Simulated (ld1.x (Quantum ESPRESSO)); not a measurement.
Configuration tests for Br (Z = 35) (TM)

```json
{
 "Element": "bromine",
 "Generator": "ld1.x (Quantum ESPRESSO) 7.5",
 "Type": "norm-conserving Troullier–Martins (Kleinman–Bylander form)",
 "Functional": "PW91",
 "Relativity": "fully relativistic",
 "Frozen core": "[Ar] 3d10",
 "Valence charge": "7",
 "Reference configuration": "4s2 4p5",
 "Partial waves": "4p (bound): rc 1.75 bohr; 4s (bound): rc 1.00 bohr",
 "Local potential": "the s channel",
 "Core correction": "a·sin(br)/r model core inside 0.50 bohr"
}
```

Open shells are filled in proportion to 2j + 1 (rel_dist='average').

Energies are relative to the spin-unpolarised reference configuration 4s2 4p5; without spin polarisation the order of configurations can differ from experiment. The frozen-core shift is the all-electron ΔE with the core orbitals held at their reference shape minus the fully relaxed ΔE.

Problem. Give the all-electron excitation energy and the error of the potential for: 4s2 4p4; 4s2 4p3; 4s2 4p2; 4s2 4p1; 4s1 4p5; 4s2 4p5.3; 4s2 4p4.5.

Solution.

```csv
valence configuration,charge,ΔE all-electron (eV),error AE − PS (meV),frozen-core shift (meV)
4s2 4p4,+1,12.617,-20,+2.3
4s2 4p3,+2,35.455,-78,+19
4s2 4p2,+3,69.536,-141,+72
4s2 4p1,+4,115.688,-138,+204
4s1 4p5,+1,25.633,-98,+12
4s2 4p5.3,-0.3,-1.980,-1.4,+0.1
4s2 4p4.5,+0.5,5.104,-4.7,+0.4
```

Levels in the configuration 4s2 4p2:

```json
{"level": "4s j=1/2", "all-electron (eV)": "-54.317", "pseudo (eV)": "-54.469"}
{"level": "4p j=1/2", "all-electron (eV)": "-40.483", "pseudo (eV)": "-40.432"}
{"level": "4p j=3/2", "all-electron (eV)": "-39.747", "pseudo (eV)": "-39.842"}
```

Note: ghost states, extra bound levels that the all-electron valence spectrum of the same l lacks: p3/2 at -153.2 eV, p1/2 at -18.6 eV. A true bound ghost makes a file unfit for plane-wave use.
